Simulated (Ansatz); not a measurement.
Reaction (ligand exchange at the Si–C bond): `F[SiH2]C(Cl)Br` + `B[SeH]` → `B[Se][SiH2]F` + `ClCBr`

Computed with Ansatz on PBE0-D4/def2-TZVP structures; ΔE is electronic, products minus reactants. CCSD(T)/CBS adds triple-zeta CCSD(T) − MP2 to the extrapolated MP2 energy (def2 sets, frozen cores). Functionals use def2-TZVPP. B3LYP here is the variant with VWN-RPA as its local correlation; programs differ in this. For Br, Se outer-core shells are correlated without core-valence functions, which leaves a few kJ/mol of doubt a bond. Scalar relativity is left out up to krypton. One conformer a species, not always the lowest.

```
             level  ΔE (kcal/mol)  difference from CCSD(T)/CBS
            PBE-D4          -14.0                          0.1
           PBE0-D4          -14.8                         -0.7
          B3LYP-D4          -13.9                          0.2
           ωB97X-V          -14.1                          0.0
            B2PLYP          -14.4                         -0.3
               PBE          -14.5                         -0.4
              PBE0          -15.2                         -1.1
             B3LYP          -14.7                         -0.6
     HF/def2-TZVPP          -16.5                         -2.4
    MP2/def2-TZVPP          -14.2                         -0.1
SCS-MP2/def2-TZVPP          -14.1                          0.0
   CCSD/def2-TZVPP          -13.8                          0.3
     HF/def2-QZVPP          -16.5                         -2.4
    MP2/def2-QZVPP          -14.6                         -0.5
     MP2/CBS(def2)          -14.8                         -0.7
    CCSD/CBS(def2)          -14.4                         -0.3
       CCSD(T)/CBS          -14.1                            0
```

Largest T1 diagnostic among the species: 0.013.

The D4 term adds +0.7 kcal/mol with B3LYP and +0.4 kcal/mol with PBE0; it sums over pairs of atoms, weighted by their polarisabilities, and B3LYP, whose exchange is more repulsive, gets the larger term. In def2-TZVPP, CCSD(T) changes the Hartree–Fock value by +3.0 kcal/mol (the triples alone add +0.4 kcal/mol) and MP2 by +2.3 kcal/mol.
